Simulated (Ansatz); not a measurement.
`[SH][Ti]([SH])([SH])[SH]` and `[SH][Zr]([SH])([SH])[SH]` differ in one element.

Ansatz, PBE0-D4/def2-TZVP geometries, multiplicity 1. Each molecule was computed in one conformer, which needn't be the lowest.

Elements past krypton have def2 core potentials. Scalar relativity is left out up to krypton.

| property | `[SH][Ti]([SH])([SH])[SH]` |
| --- | --- |
| LUMO energy (B3LYP/def2-TZVPP) / eV | -3.17 |
| HOMO energy (PBE0/def2-TZVPP) / eV | -7.82 |
| LUMO energy (PBE/def2-TZVPP) / eV | -3.88 |
| HOMO–LUMO gap (PBE0/def2-TZVPP) / eV | 4.85 |
| LUMO energy (ωB97M-V/def2-TZVPP) / eV | -0.85 |
| HOMO–LUMO gap (PBE/def2-TZVPP) / eV | 2.78 |

**Question.** Give the same properties after the change, and the shifts. (Estimate.)

**Answer.** Ansatz gave: 
| property | `[SH][Zr]([SH])([SH])[SH]` | shift |
| --- | --- | --- |
| LUMO energy (B3LYP/def2-TZVPP) / eV | -2.61 | 0.56 |
| HOMO energy (PBE0/def2-TZVPP) / eV | -7.89 | -0.07 |
| LUMO energy (PBE/def2-TZVPP) / eV | -3.22 | 0.66 |
| HOMO–LUMO gap (PBE0/def2-TZVPP) / eV | 5.45 | 0.60 |
| LUMO energy (ωB97M-V/def2-TZVPP) / eV | -0.42 | 0.43 |
| HOMO–LUMO gap (PBE/def2-TZVPP) / eV | 3.49 | 0.71 |

With PBE0 the HOMO falls by 0.07 eV and the LUMO rises by 0.53 eV, so the gap widens by about 0.60 eV. PBE moves the HOMO by -0.05 eV and ωB97M-V by -0.10 eV.

B3LYP here is the variant with VWN-RPA as its local correlation; programs differ in this.
